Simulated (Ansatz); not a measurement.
CrFO2 (SMILES [O]=[Cr](=[O])[F]), doublet, at a GFN2-xTB geometry (such geometries of metal compounds can be far from the true shape) (the multiplicity is a formal guess); WB97X/STO-3G run with Ansatz (a program for electronic structure).

The Ansatz input:
Ansatz 0.2 input:
```yaml
crystal:
  periodic: [false, false, false]
  atoms:
    - {symbol: Cr, position_ang: [0.02076939, -0.01910847, 0.01855706]}
    - {symbol: O, position_ang: [1.47023574, -0.30501994, -0.40978795]}
    - {symbol: O, position_ang: [-0.42309097, -0.65838513, 1.34539195]}
    - {symbol: F, position_ang: [-0.98618039, 0.90731598, -0.88113348]}
basis:
  gaussian:
    orbitals: STO-3G
hamiltonian:
  xc: {name: wB97X}
magnetization: {spin_polarized: true, initial_magnetization: 1}
```

### Question
Predict the main parts of the log of this Ansatz run.

### Answer

```
Functional definition: wB97X
465 factors; integrals over basis functions are off by at most 7.8e-4 eV
105 factors; integrals over basis functions are off by at most 3.1e-6 eV
mean field evaluation 1: about -34794.1820 eV, gradient 8.7e1 eV
mean field evaluation 2: about -34400.7744 eV, gradient 2.3e2 eV
mean field evaluation 4: about -34834.8549 eV, gradient 3.7e1 eV
mean field evaluation 8: about -34840.6913 eV, gradient 1.2e0 eV
mean field evaluation 16: about -34840.7132 eV, gradient 1.7e-2 eV
mean field -34840.71316049 eV, -1280.3725927644 hartree, gradient 6.8e-5 eV, S^2 0.769904; 0 other end points of the search recorded, 0 dependent functions left out
reference -34840.71314658 eV, -1280.3725922532 hartree; 25, 24 occupied and 8, 9 virtual orbitals, 465 factors
Total energy: -34840.71314658 eV, -1280.3725922532 hartree
```
